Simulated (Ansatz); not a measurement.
Cd₇Se₆Br₂, relaxed as a singlet with RKS PBE-D4/def2-SVP in Ansatz, starting from the GFN1-xTB geometry. Force threshold 0.03 eV/Å.

In the def2 sets Cd takes a core potential; there is no spin–orbit coupling. Single mean-field runs in def2-SVP are fitted with def2-universal-jkfit. The structure comes from a short search, and lower isomers may exist.

Start:

```xyz
15

Cd   -1.406    4.260    0.135
Cd   -0.744    0.366   -1.362
Cd    3.364   -1.430   -1.854
Cd    2.481    0.197    0.675
Cd   -3.583    2.294    0.297
Cd    1.464   -3.584   -1.204
Cd   -0.105   -1.866    1.125
Se    1.363    1.753   -0.943
Se    3.846   -1.379    2.199
Se   -3.046    0.012   -0.515
Se    2.942   -4.586    0.571
Se   -4.235    4.619    0.996
Se    4.620   -3.061    0.837
Br   -0.502   -2.504   -2.598
Br   -6.461    4.909    1.641
```

Estimate the energy that the relaxation releases and the steps that it takes.

3.77 eV, in 63 steps; 4.1 min on 2 threads of AMD EPYC 7R13 on a shared host and a share (18 GiB) of an NVIDIA H100 80GB HBM3. The force fell under the threshold at step 61, but the optimiser went on. No frequencies were taken in this run, so the end may be a saddle point.

Does the start keep its bonding?

Bonds lost: Cd3–Cd6, Cd4–Cd7, Se12–Br15 (atoms count from 1). Bonds formed: Cd1–Se8, Cd3–Se11, Cd5–Br15, Cd7–Se10, Cd7–Br15 (atoms count from 1).

Predict the relaxed structure.


```tsv
atom	x (Å)	y (Å)	z (Å)
Cd1	0.2389	3.3498	-0.4137
Cd2	-0.7336	0.4448	-2.0096
Cd3	3.5741	-1.8063	-0.5760
Cd4	2.4781	0.5602	-1.1701
Cd5	-2.1179	1.7842	1.2913
Cd6	-0.3565	-2.9389	-0.0745
Cd7	-2.4670	-1.4665	0.5969
Se8	1.1154	2.3355	-2.5717
Se9	0.7512	0.1762	0.9829
Se10	-3.0518	0.6757	-0.9650
Se11	2.1132	-3.5973	0.8606
Se12	-0.8754	3.9747	1.6854
Se13	1.9859	-1.5166	2.1590
Br14	0.4663	-1.8424	-2.6897
Br15	-3.1209	-0.1330	2.8943
```
Bond lengths (bridged metal pairs left out): 11 × Cd–Se 2.46 to 2.79 Å; 4 × Br–Cd 2.67 to 2.95 Å; 2 × Se–Se 2.40 to 2.46 Å; 2 × Cd–Cd 2.66 to 2.67 Å.
